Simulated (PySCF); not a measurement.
Compound: C5H9BrO.
Structure used (PBE0-D3(BJ)/def2-SVP), in Å, numbered top down from 1:
```xyz
16
C5H9BrO angstrom
C      2.3311   -0.1613   -0.5754
O      1.4079   -0.1748    0.4778
C      0.1732    0.3465    0.1472
C     -0.8709    0.3396    1.2692
C     -1.9447    0.0027    0.2154
C     -0.8091   -0.5071   -0.6741
Br    -0.9320   -0.2354   -2.5896
H      2.0179   -0.8117   -1.4124
H      2.4768    0.8601   -0.9766
H      3.2895   -0.5270   -0.1823
H      0.2640    1.3523   -0.3120
H     -0.9890    1.2580    1.8605
H     -0.6741   -0.5067    1.9434
H     -2.7372   -0.7111    0.4772
H     -2.4015    0.9093   -0.2069
H     -0.6030   -1.5753   -0.5203
```

Computed, not measured: PBE0-D3(BJ)/def2-SVP geometry optimisation, gas phase in PySCF.

Masses are those of the commonest isotopes; rigid-rotor values at the optimised geometry. The values belong to one conformer with, in the numbering `[CH3:1][O:2][C@@H:3]1[CH2:4][CH2:5][C@H:6]1[Br:7]`, C1–O2–C3–C4 180°, O2–C3–C4–C5 -142°, C3–C4–C5–C6 21°, C4–C5–C6–Br7 -144°, O2–C3–C6–C5 139°.

Question: Give the principal moments of inertia and the rotational constants in GHz.

Answer: Ia = 204.81, Ib = 416.17, Ic = 593.55 u·Å²; 505379 MHz·u·Å²/I gives 2468, 1214 and 851.4 MHz, that is A = 2.4675, B = 1.2144, C = 0.8514 GHz.

Question: Classify the top.

Answer: An asymmetric top: κ = (2 × 1214 − 2468 − 851.4)/(2468 − 851.4) = -0.55.

Question: What does the inertial defect say?

Answer: Not planar: Δ = Ic − Ia − Ib = -27.43 u·Å². For a rigid frame Δ = −2 Σ m c², so Σ m c² = 13.71 u·Å² lies off the ab plane: 8.93 from hydrogen and 4.79 from heavier atoms. The atom farthest from that plane is 1.52 Å away.

Question: Give the other two planar moments, Paa and Pbb, and the rms extents of the mass along the axes.

Answer: Paa = Σ m a² = (Ib + Ic − Ia)/2 = 402.45 and Pbb = Σ m b² = (Ia + Ic − Ib)/2 = 191.10 u·Å². With the mass M = 163.98 u, the rms extents √(P/M) along a, b and c are 1.57, 1.08, 0.29 Å.

Question: Where do the levels up to J = 4 lie, in K?

Answer: Above 0(0,0), as E/k:
J = 1: 1(0,1) 0.099, 1(1,1) 0.159, 1(1,0) 0.177
J = 2: 2(0,2) 0.294, 2(1,2) 0.340, 2(1,1) 0.392, 2(2,1) 0.573, 2(2,0) 0.576
J = 3: 3(0,3) 0.579, 3(1,3) 0.610, 3(1,2) 0.714, 3(2,2) 0.870, 3(2,1) 0.886, 3(3,1) 1.216, 3(3,0) 1.217
J = 4: 4(0,4) 0.948, 4(1,4) 0.966, 4(1,3) 1.137, 4(2,3) 1.264, 4(2,2) 1.307, 4(3,2) 1.618, 4(3,1) 1.621, 4(4,1) 2.096, 4(4,0) 2.096
Those of J = 1 are B + C, A + C and A + B.

Question: Which lines would a microwave search look for?

Answer: The dipole components are |μa| = 0.88 D, |μb| = 0.42 D, |μc| = 0.14 D. The squared components, which scale the intensities, stand as 1.00 : 0.23 : 0.03 (a : b : c). Some of the stronger lines:

```tsv
type	branch	J(Ka,Kc)	MHz	lower level (cm⁻¹)
a	Q	1(1,0) ← 1(1,1)	363	0.111
c	Q	2(1,2) ← 2(0,2)	958	0.204
a	Q	2(1,1) ← 2(1,2)	1089	0.236
c	Q	1(1,1) ← 1(0,1)	1253	0.069
b	Q	1(1,0) ← 1(0,1)	1616	0.069
b	Q	2(1,1) ← 2(0,2)	2047	0.204
a	R	1(0,1) ← 0(0,0)	2066	0.000
b	R	2(0,2) ← 1(1,1)	2810	0.111
b	R	1(1,1) ← 0(0,0)	3319	0.000
c	R	1(1,0) ← 0(0,0)	3682	0.000
c	Q	2(2,1) ← 2(1,1)	3759	0.273
a	R	2(1,2) ← 1(1,1)	3769	0.111
b	Q	2(2,0) ← 2(1,1)	3827	0.273
a	R	2(0,2) ← 1(0,1)	4064	0.069
a	R	2(1,1) ← 1(1,0)	4495	0.123
b	Q	2(2,1) ← 2(1,2)	4848	0.236
b	R	2(1,2) ← 1(0,1)	5022	0.069
c	R	2(1,1) ← 1(0,1)	6111	0.069
b	R	2(2,1) ← 1(1,0)	8254	0.123
c	R	2(2,0) ← 1(1,0)	8322	0.123
c	R	2(2,1) ← 1(1,1)	8617	0.111
b	R	2(2,0) ← 1(1,1)	8685	0.111
```

Whether it is a minimum is left open (no frequencies). Constants of a rigid frame at the computed geometry: no zero-point averaging, no centrifugal distortion. A rigid rotor knows nothing of internal rotation, which can split or shift real lines. Quadrupole hyperfine structure (79Br) is left out.
